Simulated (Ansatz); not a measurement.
Relaxation of BH₃SSi₂ (7 atoms, charge 0, multiplicity 1), to a largest force component of 0.02 eV/Å in at most 40 steps.

Level of theory: RKS B3LYP-D4/6-31G* in Ansatz.

```xyz
7
Properties=species:S:1:pos:R:3
B -2.470 0.085 -0.188
Si -0.704 0.447 0.090
Si 1.505 0.023 0.438
S 0.561 -1.198 -1.040
H -3.396 0.376 -0.818
H 2.012 -0.701 1.602
H 2.492 0.968 -0.084
```

**Question.** Where does it end, and by what steps?

**Answer.** It converged. After 22 steps the energy has fallen by 2.071 eV; H5 moved furthest, 1.50 Å. Joined: B1–S4 (3.40 → 1.86 Å).

```json
{"step": "0", "energy less start (eV)": "0.0000", "largest force component (eV/Å)": "0.984", "accepted": "yes"}
{"step": "1", "energy less start (eV)": "-0.1802", "largest force component (eV/Å)": "0.412", "accepted": "yes"}
{"step": "2", "energy less start (eV)": "-0.2887", "largest force component (eV/Å)": "0.400", "accepted": "yes"}
{"step": "3", "energy less start (eV)": "-0.3870", "largest force component (eV/Å)": "0.413", "accepted": "yes"}
{"step": "4", "energy less start (eV)": "-0.4287", "largest force component (eV/Å)": "0.345", "accepted": "yes"}
{"step": "5", "energy less start (eV)": "-0.4644", "largest force component (eV/Å)": "0.291", "accepted": "yes"}
{"step": "6", "energy less start (eV)": "-0.4888", "largest force component (eV/Å)": "0.514", "accepted": "yes"}
{"step": "7", "energy less start (eV)": "-0.5046", "largest force component (eV/Å)": "0.641", "accepted": "yes"}
{"step": "8", "energy less start (eV)": "-0.5308", "largest force component (eV/Å)": "1.071", "accepted": "yes"}
{"step": "9", "energy less start (eV)": "-0.6155", "largest force component (eV/Å)": "1.180", "accepted": "yes"}
{"step": "10", "energy less start (eV)": "-0.7792", "largest force component (eV/Å)": "1.147", "accepted": "yes"}
{"step": "11", "energy less start (eV)": "-1.0338", "largest force component (eV/Å)": "1.070", "accepted": "yes"}
{"step": "12", "energy less start (eV)": "-1.3367", "largest force component (eV/Å)": "0.887", "accepted": "yes"}
{"step": "13", "energy less start (eV)": "-1.6214", "largest force component (eV/Å)": "1.035", "accepted": "yes"}
{"step": "14", "energy less start (eV)": "-1.7591", "largest force component (eV/Å)": "1.239", "accepted": "yes"}
{"step": "15", "energy less start (eV)": "-1.9173", "largest force component (eV/Å)": "0.593", "accepted": "yes"}
{"step": "16", "energy less start (eV)": "-2.0000", "largest force component (eV/Å)": "0.444", "accepted": "yes"}
{"step": "17", "energy less start (eV)": "-2.0520", "largest force component (eV/Å)": "0.414", "accepted": "yes"}
{"step": "18", "energy less start (eV)": "-2.0542", "largest force component (eV/Å)": "0.347", "accepted": "yes"}
{"step": "19", "energy less start (eV)": "-2.0663", "largest force component (eV/Å)": "0.158", "accepted": "yes"}
{"step": "20", "energy less start (eV)": "-2.0706", "largest force component (eV/Å)": "0.071", "accepted": "yes"}
{"step": "21", "energy less start (eV)": "-2.0708", "largest force component (eV/Å)": "0.044", "accepted": "yes"}
{"step": "22", "energy less start (eV)": "-2.0710", "largest force component (eV/Å)": "0.009", "accepted": "yes"}
```

```xyz
7
Properties=species:S:1:pos:R:3
B -1.448 -0.126 -0.365
Si -0.462 1.485 -0.923
Si 1.048 0.266 0.390
S -0.005 -1.167 -0.911
H -2.507 -0.588 -0.089
H 0.868 -0.143 1.806
H 2.506 0.273 0.092
```

Whether the end is a true minimum wasn't checked by a vibrational analysis.

Run time: 53 s on 1 thread of Arm Neoverse V2, on a shared host, peak memory 0.14 GiB.
